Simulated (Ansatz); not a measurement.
`[GaH2][CH2]N1C[SiH2]1`, charge 0, multiplicity 1.

Task: Give a relaxed structure at PBE0-D4/def2-TZVP (the Gaussian-basis code of Ansatz). (An estimate is asked.)

Result: Ansatz gave: 
```xyz
13

Ga    1.944   -0.800    0.452
C     0.071   -1.294   -0.028
N    -0.881   -0.230   -0.210
C    -0.632    0.919   -1.092
Si   -1.435    1.194    0.536
H     2.326    0.674    0.856
H     3.055   -1.917    0.496
H     0.093   -1.932   -0.922
H    -0.282   -1.953    0.776
H    -1.149    0.906   -2.051
H     0.413    1.243   -1.178
H    -0.632    1.865    1.589
H    -2.890    1.324    0.777
```
This is one stationary point; other conformers may exist.
